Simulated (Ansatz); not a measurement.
System: C₂H₂BCl₂, net charge 0, doublet state. It need not be the lowest isomer of its formula. 
Geometry from a B3LYP-D3(BJ)/def2-TZVP (Ansatz, a program for electronic structure) optimisation:
```
C
C 1 1.3110
H 2 1.0801 1 138.82
H 1 1.0953 2 118.65 3 0.00
B 1 1.5423 4 117.48 2 -180.00
Cl 5 1.7534 1 122.05 4 -180.00
Cl 5 1.7584 1 119.30 4 0.00
```
Charge 0, spin multiplicity 2.

Atomisation energy built up term by term with Ansatz (kcal/mol; UHF references for open shells; valence terms freeze the core; atomic spin-orbit terms are left out). Basis-set limits of correlation are two-point, X^-3; Hartree-Fock from the larger set.

The UHF reference is spin-contaminated (<S^2> 0.21 over the pure value in the largest basis). 

| term | basis | kcal/mol |
|---|---|---|
| Hartree-Fock | cc-pV(Q+d)Z | 494.65 |
| CCSD correlation | CBS(cc-pV(T+d)Z,cc-pV(Q+d)Z) | 139.51 |
| (T) | CBS(cc-pV(T+d)Z,cc-pV(Q+d)Z) | 14.77 |
| core correlation | cc-pwCVTZ | 3.65 |
| scalar relativity (X2C) | cc-pVTZ-DK against cc-pVTZ | -0.81 |
| sum: De |  | 651.8 |

(T) makes 2.3 % of the CCSD(T) atomisation energy; under 5 % is typical of single-reference molecules.
